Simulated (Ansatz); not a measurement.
Relaxation of F4H3HfN (9 atoms, charge 0, multiplicity 1), to a largest force component of 0.03 eV/Å in at most 50 steps.

The calculation used Ansatz 0.2.0, RHF/def2-SVP.

```xyz
9
Properties=species:S:1:pos:R:3
Hf -1.152 1.284 -0.174
F -1.136 -0.461 1.144
F -1.369 0.856 -2.012
F -2.674 2.322 0.282
F 0.325 2.458 0.047
H 0.686 -1.571 0.666
N 1.457 -1.392 0.033
H 2.297 -1.305 0.580
H 1.566 -2.192 -0.567
```

**Question.** Where does it end, and by what steps?

**Answer.** It converged. After 8 steps the energy has fallen by 1.659 eV; H9 moved furthest, 1.06 Å. Joined: Hf1–N7 (3.74 → 2.45 Å).

| step | energy less start (eV) | largest force component (eV/Å) | accepted |
| --- | --- | --- | --- |
| 0 | 0.0000 | 3.508 | yes |
| 1 | -0.6054 | 1.789 | yes |
| 2 | -0.7830 | 1.055 | yes |
| 3 | -1.0346 | 0.919 | yes |
| 4 | -1.2291 | 1.984 | yes |
| 5 | -1.5389 | 0.476 | yes |
| 6 | -1.6344 | 0.261 | yes |
| 7 | -1.6578 | 0.152 | yes |
| 8 | -1.6595 | 0.011 | yes |

```xyz
9
Properties=species:S:1:pos:R:3
Hf -0.790 0.779 -0.009
F -1.421 -0.319 1.451
F -1.002 0.078 -1.798
F -2.163 2.126 -0.021
F 0.757 1.888 0.324
H 0.678 -1.743 0.558
N 0.958 -0.944 0.010
H 1.817 -0.593 0.405
H 1.165 -1.272 -0.920
```

Time of the run: 19 s on 2 threads of AMD EPYC 7R43 64-Core Processor (Zen 3) (shared host), peak memory 0.27 GiB.
